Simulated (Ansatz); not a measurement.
`C[SiH](F)N[SiH](O)O` + `CF` → `C[SiH](F)CF` + `N[SiH](O)O`  (formal exchange of groups at the Si–N bond)

Isolated molecules relaxed with PBE0-D4/def2-TZVP in Ansatz; ΔE leaves out vibrations. CCSD(T)/CBS adds triple-zeta CCSD(T) − MP2 to the extrapolated MP2 energy (def2 sets, frozen cores). This one scheme is used for every species. One conformer a species, not always the lowest.

```tsv
species	HF/def2-QZVPP energy (Eh)
`C[SiH](F)N[SiH](O)O`	-924.49367
`CF`	-139.10888
`C[SiH](F)CF`	-567.26716
`N[SiH](O)O`	-496.29605
```

Q: Work out ΔE.

A: ΔE = (-567.26716) + (-496.29605) − (-924.49367) − (-139.10888) = 0.03934 Eh = +1.07 eV. CCSD(T)/CBS gives +1.03 eV.

Largest T1 diagnostic among the species: 0.011.

From PBE to PBE0 (25 % exact exchange), in def2-TZVPP and without D4, ΔE moves by +0.06 eV. The D4 term adds +0.08 eV with B3LYP and +0.05 eV with PBE0; it sums over pairs of atoms, weighted by their polarisabilities, and B3LYP, whose exchange is more repulsive, gets the larger term.

B3LYP here is the variant with VWN-RPA as its local correlation; programs differ in this.
